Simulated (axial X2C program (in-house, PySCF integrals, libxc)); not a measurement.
**Potential curves of LiRb, with spin–orbit coupling**

Calculated with an in-house all-electron X2C program for linear molecules (integrals from PySCF). Two-component (2c) means X2C with spin–orbit coupling and atomic mean-field two-electron Coulomb and Gaunt terms. Basis: Rb dyall-cv3z [12s13p8d4f1g], Li dyall-cv3z [7s8p2d] (cores contracted in-house); Gaussian nuclei, density fitting, unrestricted open shells. Masses: Rb 84.912 u, Li 7.016 u.

State: Ω = 0 (closed shell). Energies in eV from the fragments at the same level (Rb + Li). Fits are polynomials in 1 − R0/R over 0.85 to 1.23 times the lowest point R0.

```tsv
R (Å)	CCSD	CCSD(T)	BP86	PBE0
3.0659			-0.5395	-0.5059
3.2068	-0.6449	-0.6718	-0.5997	-0.5715
3.3126	-0.6741	-0.6987	-0.6271	-0.6019
3.4183	-0.6896	-0.7122	-0.6416	-0.6186
3.5240	-0.6931	-0.7142	-0.6455	-0.6238
3.6473	-0.6847	-0.7044	-0.6388	-0.6177
3.7707	-0.6655	-0.6842	-0.6224	-0.6009
3.9293	-0.6284	-0.6465	-0.5905	-0.5671
4.1231			-0.5399	-0.5123
4.4050			-0.4531	-0.4162
```

Correlated methods: 10 electrons correlated (number of frozen shells: Rb 3 s, 2 p, 1 d; Li 1 s), 236 virtual spin orbitals or spinors in MP2, 90 natural virtuals in coupled cluster.

The state is one determinant whose occupation by symmetry is held fixed; it was picked as the lowest of a PBE0 search that is not exhaustive. Closed shells are restricted here (equal orbitals for both partners); the stretched side of such a curve lies too high. Dissociation energies refer to the lowest single-determinant-based atoms at the same level and basis. CCSD and (T) use frozen natural virtuals with an MP2 correction for the truncation; (T) itself is uncorrected, so its De runs slightly low. Coupled cluster ran on the points near the minimum only. MP2 and coupled cluster on one determinant become unreliable at the stretched end.

(1) What are Re, ωe and De at the CCSD level?

(2) Fit the CCSD(T) curve near its minimum: give the equilibrium distance, the harmonic wavenumber and the well depth.

(3) Fit the BP86 curve near its minimum: give the equilibrium distance, the harmonic wavenumber and the well depth.

(4) What are Re, ωe and De at the PBE0 level?

Results:

(1) At CCSD, 2c: Re = 3.506 Å, ωe ≈ 197 cm⁻¹, De = 0.69 eV to Rb + Li; Be follows as 0.212 cm⁻¹.

(2) At CCSD(T), 2c: Re = 3.491 Å, ωe ≈ 196 cm⁻¹, De = 0.71 eV to Rb + Li; Be follows as 0.213 cm⁻¹.

(3) At BP86, 2c: Re = 3.513 Å, ωe ≈ 185 cm⁻¹, De = 0.65 eV to Rb + Li; Be follows as 0.211 cm⁻¹.

(4) At PBE0, 2c: Re = 3.524 Å, ωe ≈ 191 cm⁻¹, De = 0.62 eV to Rb + Li; Be follows as 0.209 cm⁻¹.
